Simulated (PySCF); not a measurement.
CH3F3Si.

```xyz
8

F      1.9037    -0.6374     0.0000
C      1.2883     0.6024     0.0000
Si    -0.5793     0.4109     0.0000
F     -1.0392    -0.4274     1.3010
F     -1.0392    -0.4274    -1.3010
H      1.6140     1.1739    -0.8891
H      1.6140     1.1739     0.8891
H     -1.2754     1.7154     0.0000
```

The structure is a stationary point at ωB97X-D3(BJ)/def2-SVP. Other conformers were not sampled.

Level of theory: KT2/pcSseg-1 (PySCF). Non-relativistic, no solvent.

Computed absolute GIAO shielding of each atom: isotropic value and principal components (ppm):
| atom | σ(iso) | σ11 | σ22 | σ33 | span |
|---|---|---|---|---|---|
| F1 | 465.4 | 433.6 | 459.4 | 503.1 | 69.5 |
| C2 | 106.7 | 69.6 | 78.4 | 172.2 | 102.5 |
| Si3 | 368.4 | 325.8 | 388.5 | 391.0 | 65.2 |
| F4 | 317.5 | 219.0 | 342.0 | 391.4 | 172.4 |
| F5 | 317.5 | 219.0 | 342.0 | 391.4 | 172.4 |
| H6 | 26.7 | 23.8 | 25.6 | 30.7 | 7.0 |
| H7 | 26.7 | 23.8 | 25.6 | 30.7 | 7.0 |
| H8 | 26.2 | 22.9 | 23.7 | 31.9 | 9.0 |
